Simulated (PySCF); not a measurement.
This PySCF input asks for the NMR shieldings of SMILES CC#C[Si@]1(C)CC[SiH2]O1, C6H12OSi2; the geometry comes from GFN2-xTB.

```python
import basis_set_exchange as bse
import numpy as np
from pyscf import gto, dft
from pyscf.prop import nmr

atoms = """
C     3.662305    0.531102   -1.639879
C     2.442681    0.309229   -0.896090
C     1.427767    0.127828   -0.271398
Si   -0.130816   -0.210785    0.666943
C     0.226452   -0.952611    2.369521
C    -1.398787   -1.140534   -0.420253
C    -2.241865   -0.075951   -1.138269
Si   -2.329714    1.453590   -0.000041
O    -0.969517    1.196855    0.868370
H     3.449038    0.558224   -2.708224
H     4.370082   -0.273330   -1.440632
H     4.111294    1.478821   -1.344301
H    -0.682279   -1.107691    2.942376
H     0.733420   -1.906173    2.273297
H     0.870647   -0.291765    2.939151
H    -2.049177   -1.745616    0.214860
H    -0.943865   -1.821895   -1.138873
H    -1.736903    0.207163   -2.064723
H    -3.213342   -0.477394   -1.427611
H    -3.452172    1.432891    0.936358
H    -2.154171    2.724985   -0.689960
"""
names = dict.fromkeys(["C", "Si", "O", "H"], "pcSseg-1")
basis = {el: gto.basis.parse(bse.get_basis(n, elements=[el], fmt="nwchem")) for el, n in names.items()}
mol = gto.M(atom=atoms, basis=basis, charge=0, verbose=0)
mf = dft.RKS(mol, xc="PBE0")
mf.grids.level = 2
mf.grids.alignment = dft.numint.BLKSIZE   # the property module wants whole blocks of grid points
mf.conv_tol = 1e-9
mf.kernel()

calc = nmr.RKS(mf)   # GIAO
C = mf.mo_coeff
Co = C[:, mf.mo_occ > 0]
resp = mf.gen_response(singlet=True, hermi=2)
def vind(x):   # induced exchange potential for any number of trial vectors
    d = np.einsum("pi,xij,qj->xpq", C, 2 * x.reshape(-1, C.shape[1], Co.shape[1]), Co, optimize=True)
    return np.einsum("xpq,pi,qj->xij", resp(d - d.transpose(0, 2, 1)), C, Co, optimize=True).ravel()
mo1, _ = nmr.rhf.solve_mo1(calc, with_cphf=vind)
sigma = calc.kernel(mo1)
for i, s in enumerate(sigma):   # ppm
    print("%2d %-2s %9.2f" % (i, mol.atom_pure_symbol(i), np.trace(s) / 3))
```

Question: What are the results?

Answer: 
```
 0 C     181.25
 1 C      76.41
 2 C      99.19
 3 Si    349.31
 4 C     185.21
 5 C     173.81
 6 C     177.29
 7 Si    355.26
 8 O     275.93
 9 H      29.72
10 H      29.70
11 H      29.64
12 H      31.56
13 H      31.66
14 H      31.04
15 H      31.05
16 H      30.55
17 H      30.48
18 H      30.66
19 H      26.75
20 H      26.59
```

These numbers come from an equivalent density-fitted implementation of the same equations, which agrees with the script to about 0.01 ppm for H and up to a few tenths of a ppm for heavy atoms, so last digits may differ.

Question: Turn these shieldings into chemical shifts. Chemical shifts δ = σref − σ; 13C (σ = 186.93 ppm), 29Si (σ = 349.16 ppm), 1H (σ = 31.72 ppm) against TMS; 17O (σ = 336.08 ppm) against H2O, all at this level.

Answer: Averaging equivalent atoms: C 1: 110.5; C 2: 87.7; C 5: 13.1; C 6: 9.6; C 0: 5.7; C 4: 1.7; Si 3: -0.2; Si 7: -6.1; O 8: 60.1; H 20: 5.13; H 19: 4.97; H 9/10/11: 2.03; H 17: 1.23; H 16: 1.16; H 18: 1.06; H 15: 0.67; H 12/13/14: 0.30 ppm. Experimental scales use liquid or dissolved standards, which lie at an offset from isolated H2O (liquid H2O: subtract about 36 ppm).

Size and cost of the density-fitted run: 227 basis functions, 53 s wall time on 1 thread of an x86-64 server CPU, shared host.
